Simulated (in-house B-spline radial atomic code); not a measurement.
Successive ionisation energies of terbium; each step leads to the configuration of the next row (after the last: bare). Dirac energy differences include first-order Breit, QED and recoil terms. NIST's values go from ground level to ground level; the uncertainty of those that are theory runs from under 0.1 % in few-electron ions to several per cent in heavy many-electron ones. Computed with a radial B-spline atomic code at the basis-set limit: Dirac-Hartree-Fock, jj configuration that fills j = l - 1/2 first, finite nuclei.

A number in brackets counts the electrons of a j subshell.

```
  ion               configuration  ionisation energy (eV)  tabulated value (eV)    tabulated kind  computed minus tabulated (eV)  highest orbital  largest mean radius (bohr)
Tb52+           [Ne] 3s2 3p1/2(1)                  4877.5                  4877  tabulated theory                              0            3p1/2                     0.21668
Tb53+                    [Ne] 3s2                       ?                     ?  tabulated theory                              ?                ?                           ?
Tb54+                    [Ne] 3s1                  5216.3                  5217  tabulated theory                             -1            3s1/2                     0.21468
Tb55+                [He] 2s2 2p6                 11673.1                 11673  tabulated theory                              0            2p3/2                    0.089232
Tb56+  [He] 2s2 2p1/2(2) 2p3/2(3)                 11966.7                 11957  tabulated theory                             10            2p3/2                    0.088806
Tb57+  [He] 2s2 2p1/2(2) 2p3/2(2)                 12263.5                 12272  tabulated theory                             -9            2p3/2                    0.088384
Tb58+  [He] 2s2 2p1/2(2) 2p3/2(1)                       ?                     ?  tabulated theory                              ?                ?                           ?
Tb59+           [He] 2s2 2p1/2(2)                       ?                     ?  tabulated theory                              ?                ?                           ?
Tb60+           [He] 2s2 2p1/2(1)                 14002.7                 14003  tabulated theory                              0            2p1/2                     0.08709
Tb61+                    [He] 2s2                 14434.1                 14434  tabulated theory                              0            2s1/2                    0.086636
Tb62+                    [He] 2s1                 14720.6              14721.02  tabulated theory                              0            2s1/2                    0.086225
Tb63+                         1s2                 59737.3              59741.12  tabulated theory                             -4            1s1/2                    0.021379
Tb64+                         1s1                 61049.8               61050.1  tabulated theory                              0            1s1/2                     0.02124
```

Question: Fill in the row of Tb53+.

Answer: ionisation energy (eV): 5103.0; tabulated value (eV): 5103; computed minus tabulated (eV): 0; highest orbital: 3s1/2; largest mean radius (bohr): 0.21573.

Question: Fill in the row of Tb58+.

Answer: ionisation energy (eV): 12563.3; tabulated value (eV): 12563; computed minus tabulated (eV): 0; highest orbital: 2p3/2; largest mean radius (bohr): 0.087964.

Question: Fill in the row of Tb59+.

Answer: ionisation energy (eV): 13657.1; tabulated value (eV): 13658; computed minus tabulated (eV): -1; highest orbital: 2p1/2; largest mean radius (bohr): 0.087547.

Question: Where is the largest jump?

Answer: From Tb62+ to Tb63+, by a factor of 4.06 (14721 to 59737 eV); the highest orbital goes from 2s1/2 to 1s1/2.
